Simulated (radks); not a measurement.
Trend from Mg to Ar: ionisation energy by Delta-SCF between NIST ground configurations, and size. All-electron calculation, scalar-relativistic Kohn-Sham, r2SCAN, spin-polarised, spherical densities, finite nucleus; open shells are filled with parallel spins first; meta-GGA in the generalised Kohn-Sham scheme; Fermi nuclear charge, rms radius of each element as measured or else 0.836 A^(1/3) + 0.57 fm. Program: a radial shooting solver on a logarithmic mesh with Libxc functionals.

species  configuration  configuration of the ion  IE (eV)  NIST (eV)  kind  outermost  <r> outermost (bohr)  r at 0.001 e/bohr^3 (bohr)
Mg            [Ne] 3s2                  [Ne] 3s1    7.380      7.646  exp.         3s                  3.18                        4.55
Al        [Ne] 3s2 3p1                  [Ne] 3s2    5.898      5.986  exp.         3p                  3.37                        4.56
Si        [Ne] 3s2 3p2              [Ne] 3s2 3p1    8.413      8.152  exp.         3p                  2.73                        4.42
P         [Ne] 3s2 3p3              [Ne] 3s2 3p2   10.903     10.487  exp.         3p                  2.31                        4.21
S         [Ne] 3s2 3p4              [Ne] 3s2 3p3    9.938     10.360  exp.         3p                  2.12                        4.05
Cl        [Ne] 3s2 3p5              [Ne] 3s2 3p4   13.101     12.968  exp.         3p                  1.86                        3.88
Ar                [Ar]              [Ne] 3s2 3p5   16.156     15.760  exp.         3p                  1.66                        3.72

Reference values: NIST Atomic Spectra Database (exp. = measured, semi-emp. = semi-empirical, theory = theoretical value adopted there). Open shells are spherical and high-spin; term and fine-structure splittings are not resolved.
